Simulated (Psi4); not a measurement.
A run for Psi4: SAPT0/jun-cc-pV(D+d)Z on C3H10Si (a complex), monomers drawn apart or pushed together.

```
memory 8100 MB

molecule dimer {
0 1
C     0.49074101   -0.01534055    0.01815899
C    -0.80890597    0.21795925    0.12473274
H     1.21802277    0.54424305    0.59331307
H     0.88058685   -0.77579937   -0.64766258
H    -1.53757281   -0.34111743   -0.44987396
H    -1.19579271    0.97847724    0.79194922
--
0 1
C    -0.66365694   -1.08665131    5.10372103
Si    0.62986978    0.26630472    5.19455303
H    -1.61779071   -0.74029044    5.50528939
H    -0.35226326   -1.96018850    5.67944595
H    -0.81899800   -1.39466263    4.06914793
H     0.19893838    1.46381199    4.43210269
H     1.92173453   -0.19788866    4.63315134
H     0.85900286    0.67777098    6.60198997
units angstrom
symmetry c1
no_reorient
no_com
}

set {
  basis jun-cc-pV(D+d)Z
  scf_type df
  freeze_core true
}

energy('sapt0')
```

Program output:

```
[...]
==> Input File <==

--------------------------------------------------------------------------
memory 8100 MB

molecule dimer {
0 1
C     0.49074101   -0.01534055    0.01815899
C    -0.80890597    0.21795925    0.12473274
H     1.21802277    0.54424305    0.59331307
H     0.88058685   -0.77579937   -0.64766258
H    -1.53757281   -0.34111743   -0.44987396
H    -1.19579271    0.97847724    0.79194922
--
0 1
C    -0.66365694   -1.08665131    5.10372103
Si    0.62986978    0.26630472    5.19455303
H    -1.61779071   -0.74029044    5.50528939
H    -0.35226326   -1.96018850    5.67944595
H    -0.81899800   -1.39466263    4.06914793
H     0.19893838    1.46381199    4.43210269
H     1.92173453   -0.19788866    4.63315134
H     0.85900286    0.67777098    6.60198997
units angstrom
symmetry c1
no_reorient
no_com
}

set {
  basis jun-cc-pV(D+d)Z
  scf_type df
  freeze_core true
}

energy('sapt0')
--------------------------------------------------------------------------


   => Loading Basis Set <=

    Name: JUN-CC-PV(D+D)Z
    Role: ORBITAL
    Keyword: BASIS
    atoms 1-2, 7    entry C          line   188 file jun-cc-pv_dpd_z.gbs
    atoms 3-6, 9-14 entry H          line    60 file jun-cc-pv_dpd_z.gbs
    atoms 8         entry SI         line   566 file jun-cc-pv_dpd_z.gbs

   => Loading Basis Set <=

    Name: JUN-CC-PV(D+D)Z
    Role: ORBITAL
    Keyword: BASIS
    atoms 1-2, 7    entry C          line   188 file jun-cc-pv_dpd_z.gbs
    atoms 3-6, 9-14 entry H          line    60 file jun-cc-pv_dpd_z.gbs
    atoms 8         entry SI         line   566 file jun-cc-pv_dpd_z.gbs


  //>>>>>>>>>>>>>>>>>>>>>>>>>>>>>>>>>>>//
  //              Dimer HF             //
  //<<<<<<<<<<<<<<<<<<<<<<<<<<<<<<<<<<<//

   => Libint2 <=

    Primary   basis highest AM E, G, H:  7, 6, 3
    Auxiliary basis highest AM E, G, H:  7, 7, 4
    Onebody   basis highest AM E, G, H:  -, -, -
    Solid Harmonics ordering:            Gaussian


   => Loading Basis Set <=

    Name: JUN-CC-PV(D+D)Z
    Role: ORBITAL
    Keyword: BASIS
    atoms 1-2, 7    entry C          line   188 file jun-cc-pv_dpd_z.gbs
    atoms 3-6, 9-14 entry H          line    60 file jun-cc-pv_dpd_z.gbs
    atoms 8         entry SI         line   566 file jun-cc-pv_dpd_z.gbs


         ---------------------------------------------------------
                                   SCF
               by Justin Turney, Rob Parrish, Andy Simmonett
                          and Daniel G. A. Smith
                              RHF Reference
                        4 Threads,   7724 MiB Core
         ---------------------------------------------------------

  ==> Geometry <==

    Molecular point group: c1
    Full point group: C1

    Geometry (in Angstrom), charge = 0, multiplicity = 1:

       Center              X                  Y                   Z               Mass
    ------------   -----------------  -----------------  -----------------  -----------------
         C            0.490741010000    -0.015340550000     0.018158990000    12.000000000000
         C           -0.808905970000     0.217959250000     0.124732740000    12.000000000000
         H            1.218022770000     0.544243050000     0.593313070000     1.007825032230
         H            0.880586850000    -0.775799370000    -0.647662580000     1.007825032230
         H           -1.537572810000    -0.341117430000    -0.449873960000     1.007825032230
         H           -1.195792710000     0.978477240000     0.791949220000     1.007825032230
         C           -0.663656940000    -1.086651310000     5.103721030000    12.000000000000
         SI           0.629869780000     0.266304720000     5.194553030000    27.976926534650
         H           -1.617790710000    -0.740290440000     5.505289390000     1.007825032230
         H           -0.352263260000    -1.960188500000     5.679445950000     1.007825032230
         H           -0.818998000000    -1.394662630000     4.069147930000     1.007825032230
         H            0.198938380000     1.463811990000     4.432102690000     1.007825032230
         H            1.921734530000    -0.197888660000     4.633151340000     1.007825032230
         H            0.859002860000     0.677770980000     6.601989970000     1.007825032230

  Running in c1 symmetry.

  Rotational constants: A =      0.25663  B =      0.01345  C =      0.01310 [cm^-1]
  Rotational constants: A =   7693.44819  B =    403.09605  C =    392.61410 [MHz]
  Nuclear repulsion =  138.154714834061281

  Charge       = 0
  Multiplicity = 1
  Electrons    = 42
  Nalpha       = 21
  Nbeta        = 21

  ==> Algorithm <==

  SCF Algorithm Type is DF.
  DIIS enabled.
  MOM disabled.
  Fractional occupation disabled.
  Guess Type is SAD.
  Energy threshold   = 1.00e-08
  Density threshold  = 1.00e-08
  Integral threshold = 1.00e-12

  ==> Primary Basis <==

  Basis Set: JUN-CC-PV(D+D)Z
    Blend: JUN-CC-PV(D+D)Z
    Number of shells: 65
    Number of basis functions: 131
    Number of 
[...]
    3.621339
     125A      3.770593   126A      4.157892   127A      5.175380
     128A      5.235991   129A      5.589399   130A     18.129555
     131A     18.634639

    Final Occupation by Irrep:
              A
    DOCC [    13 ]
    NA   [    13 ]
    NB   [    13 ]

  @DF-RHF Final Energy:  -330.29942573032889

   => Energetics <=

    Nuclear Repulsion Energy =             62.8575003754677226
    One-Electron Energy =                -580.4201289581695846
    Two-Electron Energy =                 187.2632028523730128
    Total Energy =                       -330.2994257303288919

Computation Completed


Properties will be evaluated at   0.000000,   0.000000,   0.000000 [a0]

Properties computed using the SCF density matrix


 Multipole Moments:

 ------------------------------------------------------------------------------------
     Multipole            Electronic (a.u.)      Nuclear  (a.u.)        Total (a.u.)
 ------------------------------------------------------------------------------------

 L = 1.  Multiply by 2.5417464519 to convert [e a0] to [Debye]
 Dipole X            :         -9.7025626            9.4993869           -0.2031757
 Dipole Y            :          9.1257924           -9.3410845           -0.2152921
 Dipole Z            :       -253.7457951          253.7282278           -0.0175673
 Magnitude           :                                                    0.2965462

 ------------------------------------------------------------------------------------

  Constructing Basis Sets for SAPT...

   => Loading Basis Set <=

    Name: (JUN-CC-PV(D+D)Z AUX)
    Role: RIFIT
    Keyword: DF_BASIS_SAPT
    atoms 1-2, 7    entry C          line   100 file jun-cc-pvdz-ri.gbs
    atoms 3-6, 9-14 entry H          line    30 file jun-cc-pvdz-ri.gbs
    atoms 8         entry SI         line   376 file jun-cc-pvdz-ri.gbs

   => Loading Basis Set <=

    Name: (JUN-CC-PV(D+D)Z AUX)
    Role: JKFIT
    Keyword: DF_BASIS_ELST
    atoms 1-2, 7    entry C          line   146 file jun-cc-pvdz-jkfit.gbs
    atoms 3-6, 9-14 entry H          line    70 file jun-cc-pvdz-jkfit.gbs
    atoms 8         entry SI         line   506 file jun-cc-pvdz-jkfit.gbs


  //>>>>>>>>>>>>>>>>>>>>>>>>>>>>>>>>>>>//
  //               SAPT0               //
  //<<<<<<<<<<<<<<<<<<<<<<<<<<<<<<<<<<<//



        SAPT0
    Ed Hohenstein
     6 June 2009

      Orbital Information
  --------------------------
    NSO        =       131
    NMO        =       131
    NRI        =       420
    NRI (Elst) =       588
    NOCC A     =         8
    NOCC B     =        13
    FOCC A     =         2
    FOCC B     =         6
    NVIR A     =       123
    NVIR B     =       118

    Elst10,r            =    -0.000309895511 [Eh]
    Exch10              =     0.000084662871 [Eh]
    Exch10 (S^2)        =     0.000084653936 [Eh]

    Maxiter = 50
    CPHF R converge = 1.000000E-08

    Iter     Energy [mEh]          dE [mEh]         Residual      Time [s]
       1      -0.01478629       0.014786287     5.303603e-04             0
       2      -0.01783007       0.003043788     2.001713e-04             0
       3      -0.01820834       0.000378268     6.006476e-05             0
       4      -0.01815891      -0.000049432     1.784579e-05             0
       5      -0.01812589      -0.000033024     4.211421e-06             0
       6      -0.01813162       0.000005731     1.702042e-06             0
       7      -0.01813286       0.000001240     4.486236e-07             0
       8      -0.01813210      -0.000000759     7.675112e-08             0
       9      -0.01813219       0.000000091     1.213798e-08             0
      10      -0.01813218      -0.000000009     2.092087e-09             0

    CHF Iterations converged

    Maxiter = 50
    CPHF R converge = 1.000000E-08

    Iter     Energy [mEh]          dE [mEh]         Residual      Time [s]
       1      -0.00839033       0.008390329     5.105268e-04             0
       2      -0.01015535       0.001765021     1.800444e-04             0
       3      -0.01043534       0.000279987     3.147314e-05             0
       4      -0.01039706      -0.000038276     9.883447e-06             0
       5      -0.01038519      -0.000011874     1.693911e-06             0
       6      -0.01038759       0.000002402     3.087732e-07             0
       7      -0.01038745      -0.000000139     5.848414e-08             0
       8      -0.01038743      -0.000000020     1.324962e-08             0
       9      -0.01038744       0.000000006     3.007771e-09             0

    CHF Iterations converged

    Ind20,r (A<-B)      =    -0.000018132182 [Eh]
    Ind20,r (B<-A)      =    -0.000010387437 [Eh]
    Ind20,r             =    -0.000028519618 [Eh]
    Exch-Ind20,r (A<-B) =     0.000012730777 [Eh]
    Exch-Ind20,r (B<-A) =     0.000002394919 [Eh]
    Exch-Ind20,r        =     0.000015125696 [Eh]
    Disp20              =    -0.000479104631 [Eh]
    Disp20 (SS)         =    -0.000239552315 [Eh]
    Disp20 (OS)         =    -0.000239552315 [Eh]
    Exch-Disp20         =     0.000008947143 [Eh]
    Exch-Disp20 (SS)    =     0.000005525551 [Eh]
    Exch-Disp20 (OS)    =     0.000003421593 [Eh]

    SAPT Results
  --------------------------------------------------------------------------------------------------------
    Electrostatics                 -0.30989551 [mEh]      -0.19446237 [kcal/mol]      -0.81363055 [kJ/mol]
      Elst10,r                     -0.30989551 [mEh]      -0.19446237 [kcal/mol]      -0.81363055 [kJ/mol]

    Exchange                        0.08466287 [mEh]       0.05312675 [kcal/mol]       0.22228234 [kJ/mol]
      Exch10                        0.08466287 [mEh]       0.05312675 [kcal/mol]       0.22228234 [kJ/mol]
      Exch10(S^2)                   0.08465394 [mEh]       0.05312115 [kcal/mol]       0.22225888 [kJ/mol]

    Induction                      -0.01899964 [mEh]      -0.01192245 [kcal/mol]      -0.04988355 [kJ/mol]
      Ind20,r                      -0.02851962 [mEh]      -0.01789633 [kcal/mol]      -0.07487825 [kJ/mol]
      Exch-Ind20,r                  0.01512570 [mEh]       0.00949152 [kcal/mol]       0.03971251 [kJ/mol]
      delta HF,r (2)               -0.00560572 [mEh]      -0.00351764 [kcal/mol]      -0.01471781 [kJ/mol]

    Dispersion                     -0.47015749 [mEh]      -0.29502828 [kcal/mol]      -1.23439831 [kJ/mol]
      Disp20                       -0.47910463 [mEh]      -0.30064269 [kcal/mol]      -1.25788904 [kJ/mol]
      Exch-Disp20                   0.00894714 [mEh]       0.00561442 [kcal/mol]       0.02349072 [kJ/mol]
      Disp20 (SS)                  -0.23955232 [mEh]      -0.15032135 [kcal/mol]      -0.62894452 [kJ/mol]
      Disp20 (OS)                  -0.23955232 [mEh]      -0.15032135 [kcal/mol]      -0.62894452 [kJ/mol]
      Exch-Disp20 (SS)              0.00552555 [mEh]       0.00346734 [kcal/mol]       0.01450733 [kJ/mol]
      Exch-Disp20 (OS)              0.00342159 [mEh]       0.00214708 [kcal/mol]       0.00898339 [kJ/mol]

  Total HF                         -0.24423228 [mEh]      -0.15325807 [kcal/mol]      -0.64123176 [kJ/mol]
  Total SAPT0                      -0.71438977 [mEh]      -0.44828635 [kcal/mol]      -1.87563008 [kJ/mol]

  Special recipe for scaled SAPT0 (see Manual):
    Electrostatics sSAPT0          -0.30989551 [mEh]      -0.19446237 [kcal/mol]      -0.81363055 [kJ/mol]
    Exchange sSAPT0                 0.08466287 [mEh]       0.05312675 [kcal/mol]       0.22228234 [kJ/mol]
    Induction sSAPT0               -0.01899485 [mEh]      -0.01191945 [kcal/mol]      -0.04987097 [kJ/mol]
    Dispersion sSAPT0              -0.47015465 [mEh]      -0.29502650 [kcal/mol]      -1.23439087 [kJ/mol]
  Total sSAPT0                     -0.71438214 [mEh]      -0.44828156 [kcal/mol]      -1.87561006 [kJ/mol]
  --------------------------------------------------------------------------------------------------------



*** Psi4 exiting successfully. Buy a developer a beer!
```

The run finished.

Cost: very roughly 40 core-seconds.
